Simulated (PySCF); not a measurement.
PySCF input for C4H5ClSi, SMILES C#C[SiH2]C(=C)Cl, PBE0/pcSseg-1. Geometry: PBE-D3(BJ)/def2-SVP. This is a generated structure with no PubChem entry under its InChIKey; it may be hypothetical. One conformer was computed; it need not be the lowest.

```python
import numpy as np
from pyscf import gto, scf, dft
from pyscf.prop.nmr import rks as nmr

mol = gto.M(
    atom='''
    C     0.39589492   -3.37876270   -0.00000000
    C    -0.14491693   -2.27528506   -0.00000000
    Si   -0.92245304   -0.60952970   -0.00000000
    C     0.43431067    0.70488111    0.00000000
    C     1.76109427    0.48496717    0.00000000
    Cl   -0.21783813    2.34120622    0.00000000
    H     0.86567165   -4.35417579    0.00000000
    H    -1.77655470   -0.44184803    1.22285625
    H    -1.77655470   -0.44184803   -1.22285624
    H     2.49352479    1.30792676   -0.00000001
    H     2.13320607   -0.55194807    0.00000000
    ''',
    basis='pcSseg-1',
    charge=0,
    spin=0,
    max_memory=1600,
    verbose=3,
)
mf = dft.RKS(mol, xc='pbe0')
mf.grids.level = 3
mf.conv_tol = 1e-10
mf.max_cycle = 100
mf.kernel()
n = nmr.NMR(mf)
n.verbose = 2
n.max_cycle_cphf = 60
sigma = n.kernel()
print('atom   isotropic/ppm   span/ppm')
for i, s in enumerate(sigma):
    w = np.linalg.eigvalsh((s + s.T) / 2)
    print(f'{mol.atom_symbol(i):2s}{i + 1:3d} {w.mean():14.3f} {w[2] - w[0]:11.3f}')
```

Log of the run:

```
converged SCF energy = -904.523113339398
atom   isotropic/ppm   span/ppm
C   1         76.138     254.510
C   2        100.159     286.530
Si  3        420.877      54.759
C   4         31.824     197.871
C   5         42.564     231.032
Cl  6        682.599     542.655
H   7         28.529      14.571
H   8         26.563       7.994
H   9         26.563       7.994
H  10         24.675       8.544
H  11         24.469       6.548
```

The run converged.

Cost: roughly 60 core-seconds.
